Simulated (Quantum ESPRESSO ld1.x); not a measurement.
Ru, 44 electrons, occupied as [Ar] 3d10 4s2 4p5.5 4d7 5s1 5d0.5 (fractional occupations, a model configuration). Method: scalar-relativistic Kohn-Sham, LDA (Slater exchange, Perdew-Zunger correlation), spin-polarised, spherical densities, point nucleus; open shells are filled with parallel spins first; computed with ld1.x of Quantum ESPRESSO 7.5.

Normalised radial functions P(r) = r R(r), r in bohr:

r	4p down
0.001141	0.0007
0.001903	0.0019
0.003176	0.0047
0.005257	0.0115
0.008772	0.0282
0.01464	0.0662
0.02442	0.1432
0.04043	0.2646
0.06746	0.3713
0.1126	0.2527
0.1878	-0.2469
0.3109	-0.5725
0.5188	0.1330
0.8657	1.0340
1.445	0.7519
2.391	0.1746
3.99	0.0100
6.658	0.0001
11.11	0.0000
18.39	0.0000
30.69	0.0000
51.2	0.0000

4p down: eigenvalue -49.836 eV, 2 radial nodes at r = 0.151, 0.488 bohr, <r> = 1.12 bohr, 90 % of the charge inside 1.66 bohr.
